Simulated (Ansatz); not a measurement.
O2Si, charge +1, doublet, geometry from GFN2-xTB (a state made from the parent by changing its charge; the spin is typed, not shown lowest). Base run: B3LYP/aug-cc-pVDZ in Ansatz (a first-principles code).

The Ansatz input:
Ansatz 0.2 input:
```yaml
crystal:
  periodic: [false, false, false]
  atoms:
    - {symbol: O, position_ang: [-1.48961561, 0.17688023, -0.04245102]}
    - {symbol: Si, position_ang: [-0.00491603, -0.05453814, 0.03992787]}
    - {symbol: O, position_ang: [1.49821866, -0.08143848, -0.02742276]}
basis:
  gaussian:
    orbitals: aug-cc-pVDZ
hamiltonian:
  xc: b3lyp
total_charge: 1
magnetization: {spin_polarized: true, initial_magnetization: 1}
```

Each row names what was changed in the base input (with any setting that the change needs).

| change | ΔE vs base (eV) |
|---|---|
| base | 0.00 |
| occupation = up:A1:8 A2:1 B1:1 B2:5 down:A1:7 A2:1 B1:2 B2:4 | 5.95 |
| occupation = up:A1:7 A2:1 B1:2 B2:5 down:A1:7 A2:1 B1:2 B2:4 | 0.00 |
| occupation = up:A1:7 A2:1 B1:3 B2:4 down:A1:7 A2:1 B1:2 B2:4 | 8.82 |
| occupation = up:A1:8 B1:2 B2:5 down:A1:7 A2:1 B1:2 B2:4 | 4.89 |
| occupation = up:A1:7 B1:2 B2:6 down:A1:7 A2:1 B1:2 B2:4 | 14.02 |
| symmetry_tolerance_ang = 0.01 | 0.00 |
